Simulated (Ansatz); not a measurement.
Start from `C#CC(C)F` and change one atom or group to get `BC(C)F`.

Ansatz, PBE0-D4/def2-TZVP geometries, multiplicity 1. 

```
                                      property  `C#CC(C)F`
size of the dipole moment (PBE/def2-TZVPP) / D        1.75
       HOMO–LUMO gap (ωB97M-V/def2-TZVPP) / eV       12.79
           HOMO–LUMO gap (PBE/def2-TZVPP) / eV        6.10
             LUMO energy (PBE/def2-TZVPP) / eV       -0.77
         HOMO–LUMO gap (B3LYP/def2-TZVPP) / eV        7.94
zero-point energy (PBE0-D4/def2-TZVP) / kJ/mol       202.8
```

Q: Give the same properties after the change, and the shifts. (Best estimate.)

A: Computed: 
| property | `BC(C)F` | shift |
| --- | --- | --- |
| size of the dipole moment (PBE/def2-TZVPP) / D | 1.72 | -0.03 |
| HOMO–LUMO gap (ωB97M-V/def2-TZVPP) / eV | 11.24 | -1.55 |
| HOMO–LUMO gap (PBE/def2-TZVPP) / eV | 4.34 | -1.76 |
| LUMO energy (PBE/def2-TZVPP) / eV | -2.75 | -1.98 |
| HOMO–LUMO gap (B3LYP/def2-TZVPP) / eV | 6.49 | -1.45 |
| zero-point energy (PBE0-D4/def2-TZVP) / kJ/mol | 203.7 | 0.9 |

With PBE0 the HOMO falls by 0.53 eV and the LUMO falls by 2.01 eV, so the gap narrows by about 1.48 eV. PBE moves the HOMO by -0.23 eV and ωB97M-V by -0.63 eV. Dipoles are sizes alone; their direction can turn.

B3LYP here is the variant with VWN-RPA as its local correlation; programs differ in this.
